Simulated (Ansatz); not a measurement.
Start from `CC(C)CF` and change one atom or group to get `BCC(C)C`.

Ansatz, PBE0-D4/def2-TZVP geometries, multiplicity 1. Each molecule was computed in one conformer, which needn't be the lowest.

```tsv
property	`CC(C)CF`
size of the dipole moment (PBE/def2-TZVPP) / D	1.66
LUMO energy (PBE0/def2-TZVPP) / eV	1.10
size of the dipole moment (B3LYP/def2-TZVPP) / D	1.77
HOMO–LUMO gap (ωB97M-V/def2-TZVPP) / eV	13.96
size of the dipole moment (ωB97M-V/def2-TZVPP) / D	1.76
LUMO energy (PBE/def2-TZVPP) / eV	0.30
```

(1) Give the same properties after the change, and the shifts. (Estimate.)

Results:

(1) Ansatz gave: 
```csv
property,`BCC(C)C`,shift
size of the dipole moment (PBE/def2-TZVPP) / D,0.74,-0.92
LUMO energy (PBE0/def2-TZVPP) / eV,-1.21,-2.31
size of the dipole moment (B3LYP/def2-TZVPP) / D,0.65,-1.12
HOMO–LUMO gap (ωB97M-V/def2-TZVPP) / eV,11.66,-2.30
size of the dipole moment (ωB97M-V/def2-TZVPP) / D,0.66,-1.10
LUMO energy (PBE/def2-TZVPP) / eV,-2.25,-2.55
```

With PBE0 the HOMO rises by 0.39 eV and the LUMO falls by 2.31 eV, so the gap narrows by about 2.70 eV. PBE moves the HOMO by 0.17 eV and ωB97M-V by 0.46 eV. The zero-point energy changes by 42.9 kJ/mol with +6 modes. Dipoles are sizes alone; their direction can turn.

B3LYP here is the variant with VWN-RPA as its local correlation; programs differ in this.
